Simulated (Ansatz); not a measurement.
Basis-set series for CH$_{5}$ClSiTe, SMILES `[SiH3][Te]CCl`. Total charge 0; spin multiplicity 1. Te takes the def2 core potential. The geometry is a stationary point of PBE0-D4/def2-TZVP. It is one conformer, not always the lowest.

| functional | basis | functions | energy (Eh) | HOMO (eV) | LUMO (eV) |
| --- | --- | --- | --- | --- | --- |
| PBE0-D4 | def2-SVP | 101 | -1058.24580 | -6.36 | -1.01 |
| PBE0-D4 | def2-QZVPP | 429 | -1058.59437 | -6.47 | -1.28 |
| ωB97M-V | def2-SVP | 101 | -1058.44378 | -8.41 | 0.95 |
| ωB97M-V | def2-QZVPP | 429 | -1058.79429 | -8.57 | 0.49 |

Give the rows for def2-TZVPP. (An estimate is asked.)

Computed: 
| functional | basis | functions | energy (Eh) | HOMO (eV) | LUMO (eV) |
| --- | --- | --- | --- | --- | --- |
| PBE0-D4 | def2-TZVPP | 235 | -1058.56668 | -6.45 | -1.22 |
| ωB97M-V | def2-TZVPP | 235 | -1058.76765 | -8.54 | 0.61 |

Positive LUMOs are unbound and depend on the basis.
